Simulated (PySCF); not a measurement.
Compound: C7H6FS (charge +1).
Structure used (GFN2-xTB), in Å, numbered top down from 1:
```xyz
15
C7H6FS angstrom
C      0.756   -2.662    0.852
C      1.015   -1.372    1.084
C      0.399   -0.249    0.417
C     -0.568   -0.346   -0.576
C     -1.155    0.733   -1.212
C     -0.842    2.062   -0.927
C      0.087    2.391    0.022
F      0.373    3.648    0.280
S      0.981    1.278    0.974
H      0.041   -3.007    0.124
H      1.272   -3.428    1.406
H      1.750   -1.108    1.834
H     -0.880   -1.337   -0.871
H     -1.899    0.540   -1.972
H     -1.335    2.866   -1.457
```

NICS = −σ at a ghost point: NICS(0) at the centroid of the ring atoms, NICS(1) 1 Å to either side along the normal of their mean plane, zz for the tensor component along that normal. Level: GIAO PBE0/pcSseg-1 (PySCF, non-relativistic, gas phase) on the GFN2-xTB geometry, one conformer.

Ring bond lengths (Å), with Mayer bond orders in brackets: C3–C4 1.389 (1.34), C4–C5 1.383 (1.46), C5–C6 1.395 (1.35), C6–C7 1.369 (1.44), C7–S9 1.716 (1.20), S9–C3 1.727 (1.22).

Task: Give the NICS values of each ring in ppm.

Result: 
| ring | type | NICS(0) | NICS(1), two faces | NICS(1)zz, two faces | rms pucker (Å) | centre to ring atoms, mean (Å) |
| --- | --- | --- | --- | --- | --- | --- |
| C3–C4–C5–C6–C7–S9 | 6-membered ring with S; formal bonds all aromatic | -6.9 | -8.8 / -8.8 | -18.7 / -18.7 | 0.00 | 1.49 |

Task: What can be read from them?

Result: 
- C3–C4–C5–C6–C7–S9: mean NICS(1)zz -18.7 ppm, shielded.

Task: And the bond-length index? HOMA takes Krygowski's 1993 parameters.

Result: 
- C3–C4–C5–C6–C7–S9: HOMA 0.92; the largest term is that of S9–C3, α(R − Ropt)² = 0.23.

Task: What is the mean of the two in-plane components of NICS at the second NICS(1) probe listed for ring C3–C4–C5–C6–C7–S9, 1 Å off the ring?

Result: The isotropic value is a third of the trace: (3 × -8.8 − (-18.7))/2 = -3.9 ppm.

Task: What are the shieldings of the ring atoms and their hydrogens in the same run (means over atoms taken as equivalent)?

Result: 
```json
{"atoms": "C3", "environment": "substituted aromatic carbon", "σ isotropic (ppm)": "8.3", "principal values of the symmetric part, first atom (ppm)": "-83.1, -31.7, 139.6"}
{"atoms": "C4", "environment": "aromatic CH carbon", "σ isotropic (ppm)": "56.4", "principal values of the symmetric part, first atom (ppm)": "-46.3, 28.8, 186.7"}
{"atoms": "C5", "environment": "aromatic CH carbon", "σ isotropic (ppm)": "24.5", "principal values of the symmetric part, first atom (ppm)": "-85.2, -15.6, 174.5"}
{"atoms": "C6", "environment": "aromatic CH carbon", "σ isotropic (ppm)": "59.5", "principal values of the symmetric part, first atom (ppm)": "-27.6, 34.8, 171.2"}
{"atoms": "C7", "environment": "aromatic C–F carbon", "σ isotropic (ppm)": "-9.3", "principal values of the symmetric part, first atom (ppm)": "-116.3, 11.7, 76.8"}
{"atoms": "S9", "environment": "ring sulfur", "σ isotropic (ppm)": "198.2", "principal values of the symmetric part, first atom (ppm)": "4.7, 107.7, 482.3"}
{"atoms": "H13", "environment": "aromatic hydrogen", "σ isotropic (ppm)": "22.77", "principal values of the symmetric part, first atom (ppm)": "18.2, 23.2, 26.9"}
{"atoms": "H14", "environment": "aromatic hydrogen", "σ isotropic (ppm)": "22.62", "principal values of the symmetric part, first atom (ppm)": "19.5, 22.3, 26.1"}
{"atoms": "H15", "environment": "aromatic hydrogen", "σ isotropic (ppm)": "23.31", "principal values of the symmetric part, first atom (ppm)": "19.6, 23.6, 26.7"}
```
